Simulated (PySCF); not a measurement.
Metal series MCl3, each in one or more spin states. Isolated molecules, 0 K electronic values unless said otherwise. Multiplicities are imposed; where one is given, others were not computed.

The dipole moment from two functionals at the same geometries (BP86-D3(BJ)/def2-SVP), both in PySCF: PBE-D3(BJ)/def2-TZVP and B3LYP-D3(BJ)/def2-TZVP. B3LYP has the VWN-RPA correlation part, as in Gaussian. 

```json
[
 {"species": "M = Ti, multiplicity 2 ([Ti(Cl)3])", "PBE-D3(BJ)/def2-TZVP (D)": "0.01"},
 {"species": "M = Fe, multiplicity 4", "PBE-D3(BJ)/def2-TZVP (D)": "0.29"},
 {"species": "M = Fe, multiplicity 6 ([Fe(Cl)3] (lower sextet))", "PBE-D3(BJ)/def2-TZVP (D)": "0.01"},
 {"species": "M = Zr, multiplicity 2 ([Zr(Cl)3])", "PBE-D3(BJ)/def2-TZVP (D)": "0.01"},
 {"species": "M = Rh, multiplicity 1 ([Rh(Cl)3])", "PBE-D3(BJ)/def2-TZVP (D)": "1.21"},
 {"species": "M = Pd, multiplicity 2 ([Pd(Cl)3])", "PBE-D3(BJ)/def2-TZVP (D)": "1.08"},
 {"species": "M = Hf, multiplicity 2 ([Hf(Cl)3])", "PBE-D3(BJ)/def2-TZVP (D)": "0.00"},
 {"species": "M = Pt, multiplicity 2 ([Pt(Cl)3])", "PBE-D3(BJ)/def2-TZVP (D)": "1.01"}
]
```

Task: What does B3LYP-D3(BJ)/def2-TZVP give for each?

Result: 
- M = Ti, multiplicity 2 ([Ti(Cl)3]): 0.01
- M = Fe, multiplicity 4: 0.36
- M = Fe, multiplicity 6 ([Fe(Cl)3] (lower sextet)): 0.01
- M = Zr, multiplicity 2 ([Zr(Cl)3]): 0.02
- M = Rh, multiplicity 1 ([Rh(Cl)3]): 1.59
- M = Pd, multiplicity 2 ([Pd(Cl)3]): 1.34
- M = Hf, multiplicity 2 ([Hf(Cl)3]): 0.00
- M = Pt, multiplicity 2 ([Pt(Cl)3]): 1.24
Over these rows, drawn at random from the members with no instability flagged (it was tested for open shells, ions and some series alone), PBE minus B3LYP-D3(BJ): mean -0.12 D, from -0.38 D to 0.00 D.
